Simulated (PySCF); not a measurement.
## How methods differ on the excitation energy of Pt²⁺

Pt²⁺ [Xe] 4f14 5d8 (3F) → Pt²⁺ [Xe] 4f14 5d7 6s1 (5F), as a difference of total energies. Computed with PySCF 2.14 in aug-cc-pVDZ-PP with ECP60MDF (5s5p4d2f, 54 functions), with scalar relativity through the core potential. Correlated levels: valence: 5s2 5p6 frozen. The calculations carry no spin-orbit coupling.

```tsv
method	excitation energy (eV)
UHF	2.682
MP2 (valence)	3.052
SCS-MP2 (valence)	3.357
CCSD (valence)	3.026
CCSD(T) (valence)	3.048
```

Q: How much does correlation contribute at CCSD(T) (valence)?

A: 3.048 − (2.682) = 0.366 eV, measured against UHF.
